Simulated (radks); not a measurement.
Task: Radial electron density D(r) = 4 pi r^2 rho(r) of an atom or ion with 55 electrons. All-electron calculation, Dirac Kohn-Sham, PW91, spin-unpolarised, spherical densities, finite nucleus; Fermi nuclear charge, rms radius of each element as measured or else 0.836 A^(1/3) + 0.57 fm. Program: a radial shooting solver on a logarithmic mesh with Libxc functionals.

```
   r/bohr * D(r) (the largest magnitude, 94.1, reaches the edge; | marks zero)
 0.003332 |         *
 0.004588 |              *
 0.006369 |                      *
 0.008842 |                               *
  0.01227 |                                       *
  0.01704 |                                           *
  0.02365 |                                         *
  0.03283 |                                     *
  0.04558 |                                        *
  0.06327 |                                                   *
  0.08714 |                                                      *
    0.121 |                                           *
   0.1679 |                                         *
   0.2331 |                                               *
   0.3236 |                              *
   0.4492 |                *
   0.6236 |                  *
   0.8657 |            *
    1.202 |    *
    1.655 |   *
    2.297 | *
    3.189 |*
    4.427 *
    6.146 *
    8.531 *
    11.84 *
    16.44 *
```

What is the nuclear charge?

Result: Z = 56. The innermost maximum, from 1s, lies near gamma/Z bohr with gamma = sqrt(1 - (Z/c)^2) = 0.913, here 0.0163 bohr (found: 0.0180), and its height grows with Z. The density is that of the barium ion Ba+ in [Kr] 4d10 5s1.5 5p6 6s1 7s0.5; the configuration itself is not fixed sharply by these data, and Z only to a few units. D(r) has 5 maxima, at r = 0.0180, 0.0792, 0.224, 0.629, 8.00 bohr, and minima at 0.0350, 0.148, 0.460, 6.93 bohr, inside which lie 2.03, 11.19, 28.93, 54.57 electrons.
